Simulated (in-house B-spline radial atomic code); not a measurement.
A fraction x of an electron is added to 4p in Ge, starting from [Ar] 3d10 4s2 4p2 and keeping the highest spin. Level of theory: scalar-relativistic (X2C) SCAN, spin-polarised, spherical fractional occupations, Fermi nucleus of rms radius 4.0742 fm; calculated with a B-spline radial code for spherical atoms.

```tsv
x	E(x) - E(0) (eV)	4p up level (eV)
0	0.0000	-4.650
0.1	-0.4324	-4.000
0.2	?	?
0.3	?	?
0.4	-1.3501	-2.144
0.5	-1.5353	-1.562
0.6	-1.6633	-1.002
0.7	-1.7365	-0.467
```

Task: What belongs in the row x = 0.2?

Result: An energy change of -0.8005 eV; 4p up at -3.364 eV.

Task: What belongs in the row x = 0.3?

Result: An energy change of -1.1058 eV; 4p up at -2.745 eV.

Task: Check Janak's theorem between x = 0.4 and 0.5.

Result: The slope of the energy is -1.85 eV; the orbital levels give -1.85 eV (ε of the filling orbital, averaged over the two points).

Task: Up to what added charge does this functional bind the extra electron?

Result: The highest level rises by about 5.4 eV per electron near x = 0.7 and would reach zero near x = 0.79, so a whole extra electron isn't bound at the basis-set limit.
